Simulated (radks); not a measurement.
Question: All-electron atom: Er4+ in [Xe] 4f10. Calculated with a radial shooting solver on a logarithmic mesh with Libxc functionals: scalar-relativistic Kohn-Sham, PBE, spin-polarised, spherical densities, finite nucleus; open shells are filled with parallel spins first (spin-orbit coupling, left out, can overturn this in heavy ions); Fermi nuclear charge, rms radius 5.2516 fm. Some entries of the table are withheld. Estimate them.

orbital,occ.,eigenvalue (Ry),<r> (bohr)
1s down,1,-4220.005,0.02037
1s up,1,-4220.005,0.02037
2s up,1,-712.3600,0.08647
2s down,1,-712.3566,0.08647
2p up,3,-630.5891,0.07672
2p down,3,-630.5866,0.07672
3s up,1,-162.9282,0.2254
3s down,1,-162.7902,0.2253
3p up,3,-138.0470,0.2246
3p down,3,-137.9092,0.2245
3d up,5,-106.8619,0.2039
3d down,5,-106.7569,0.2037
4s up,1,-35.53936,0.5071
4s down,1,-35.25198,0.5072
4p up,3,-27.33065,0.5372
4p down,3,-27.04841,0.5375
4d up,5,-16.32513,0.5792
4d down,5,-16.04850,0.5800
5s up,1,-7.35599,1.199
5s down,1,-7.22973,1.208
5p up,3,(1),1.376
5p down,3,(2),1.389
4f up,7,-4.24164,0.7220
4f down,3,-3.98828,0.7353
5d up,0,(3),(4)
5d down,0,(5),(6)
6s up,0,-2.47697,2.702
6s down,0,-2.45612,2.721

Answer: 
(1) 5p up eigenvalue (Ry): -5.29652
(2) 5p down eigenvalue (Ry): -5.20464
(3) 5d up eigenvalue (Ry): -2.82557
(4) 5d up <r> (bohr): 1.861
(5) 5d down eigenvalue (Ry): -2.78231
(6) 5d down <r> (bohr): 1.886
